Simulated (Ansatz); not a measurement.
Abridged output of a molecular run in Ansatz:

```
Functional definition: HF
1477 factors; integrals over basis functions are off by at most 1.1e-3 eV
mean field evaluation 1: about -132965.6373 eV, gradient 4.4e1 eV
mean field evaluation 2: about -132965.7912 eV, gradient 4.4e1 eV
mean field evaluation 4: about -132969.2589 eV, gradient 3.4e0 eV
mean field evaluation 8: about -132969.3093 eV, gradient 2.7e-1 eV
mean field -132969.30955933 eV, -4886.5319964701 hartree, gradient 4.1e-6 eV, S^2 0.000000; 0 other end points of the search recorded, 0 dependent functions left out
21 core orbitals not correlated: weight in the atoms' cores, before any rotation towards them, 1.000 or more for the frozen orbitals, at most 0.000 for the correlated occupied ones
reference -132969.30955933 eV, -4886.5319964701 hartree; 26, 26 occupied and 184, 184 virtual orbitals, 1477 factors
second order -32.56160015 eV of doubles, -0.00000000 eV of singles
cycle   1  -32.03497836 eV  change    5.3e-1 eV  update   1.2e-1
cycle   2  -32.75464266 eV  change   -7.2e-1 eV  update   3.4e-2
cycle   3  -32.89975923 eV  change   -1.5e-1 eV  update   1.7e-2
cycle   4  -32.88134395 eV  change    1.8e-2 eV  update   3.6e-3
cycle   5  -32.87825677 eV  change    3.1e-3 eV  update   1.4e-3
cycle   6  -32.87931334 eV  change   -1.1e-3 eV  update   3.8e-4
cycle   7  -32.87917776 eV  change    1.4e-4 eV  update   1.3e-4
cycle   8  -32.87907981 eV  change    9.8e-5 eV  update   3.7e-5
cycle   9  -32.87908932 eV  change   -9.5e-6 eV  update   1.4e-5
perturbative correction -1.10592062 eV, -0.0406418332 hartree
Total energy: -133003.29456927 eV, -4887.7809225496 hartree
```

Its atoms:

Z-matrix (Å, degrees):
```
C
Ge 1 1.918
H 1 1.090 2 108.7
H 1 1.089 2 109.3 3 -119.9
H 1 1.089 2 109.3 3 119.9
F 2 1.721 1 111.0 3 -58.1
F 2 1.721 1 111.0 3 57.3
Br 2 2.274 1 115.6 3 179.6
```

Which basis set was used?
A. cc-pV(Q+d)Z
B. def2-TZVPPD
C. def2-TZVPP
D. def2-SVPD

C. It gives 231 functions.

Write the keys of the input that set method, charge and spin (a neutral closed shell needs none for the last two).


```yaml
correlation: {method: ccsd_t}
```
